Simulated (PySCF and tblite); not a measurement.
The numbers below are computed, except where a source is named.
System: 4-ethoxypyridine, C7H9NO, numbered as in [CH3:1][CH2:2][O:3][c:4]1[cH:5][cH:6][n:7][cH:8][cH:9]1.

Motion: rotation about the C4–O3 bond (torsion C5–C4–O3–C2 from 4° to 176°, rising). GFN2-xTB gives an electronic barrier of 5.8 kcal/mol.

PBE0/pcSseg-1 + D3(BJ) on GFN2-xTB geometries gives 4.9 kcal/mol and k(298 K) = 3×10⁹ s⁻¹.

**Question.** What does CAM-B3LYP/pcSseg-1 + D3(BJ) give on GFN2-xTB geometries?

**Answer.** A barrier of 4.5 kcal/mol, 0.4 below the first DFT barrier (from unrounded values) and, with GFN2-xTB thermal terms, ΔG‡(298 K) = 4.6 kcal/mol and k = 5.6×10⁹ s⁻¹ (2 equivalent paths).

Programs: tblite and PySCF.
